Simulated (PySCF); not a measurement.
## The 3-electron isoelectronic series, non-relativistic

All values are computed (PySCF 2.14, energy differences of UHF-based or UKS calculations, no spin-orbit coupling). Each ion has its own even-tempered basis scaled to its charge (17s8p6d5f4g for the first); frozen: nothing. Ionisation energies in eV, correlation energies of the ion in mhartree.

```csv
ion,configuration,UHF,LDA,PBE,PBE0,r2SCAN,MP2 (all electrons),E_corr MP2,"NIST (with spin-orbit, Breit and QED)"
Mn²²⁺,[He] 2s1 (2S),1861.9,1859.5,1864.1,1863.6,1860.8,1862.1,-51.1,1879.9 (t)
Fe²³⁺,[He] 2s1 (2S),2024.6,2022.0,2026.8,2026.3,2023.4,2024.8,-51.1,2045.8 (t)
Ni²⁵⁺,[He] 2s1 (2S),2370.3,2367.4,2372.7,2372.1,2369.0,2370.5,-51.2,2399.3 (t)
Zn²⁷⁺,[He] 2s1 (2S),2743.2,2740.1,2745.7,2745.2,2741.8,2743.4,-51.3,2782.0 (t)
Ga²⁸⁺,[He] 2s1 (2S),2939.9,2936.6,2942.5,2941.9,2938.4,2940.0,-51.2,2984.4 (t)
Ge²⁹⁺,[He] 2s1 (2S),3143.3,3139.9,3146.0,3145.4,3141.8,3143.5,-51.4,3194.3 (t)
Se³¹⁺,[He] 2s1 (2S),3570.7,3566.9,3573.5,3572.9,3569.0,3570.8,-51.3,3636.5 (t)
Kr³³⁺,[He] 2s1 (2S),4025.2,4021.2,4028.2,4027.5,4023.4,4025.4,-51.4,4109.1 (t)
Sr³⁵⁺,[He] 2s1 (2S),4507.0,4502.6,4510.1,4509.4,4505.0,4507.1,-51.4,4612.4 (t)
Zr³⁷⁺,[He] 2s1 (2S),5015.9,5011.3,5019.3,5018.5,5013.9,5016.1,-51.5,5146.9 (t)
```

Each ion has its own basis, which adds noise of up to about 0.1 % along the series.

NIST values marked (s) are semi-empirical, (t) theoretical. Open shells are high-spin determinants of the terms that Hund's rules give.

All relativistic terms are absent from the calculated values; where these lie close to NIST, scalar and spin-orbit shifts of opposite sign can cancel.
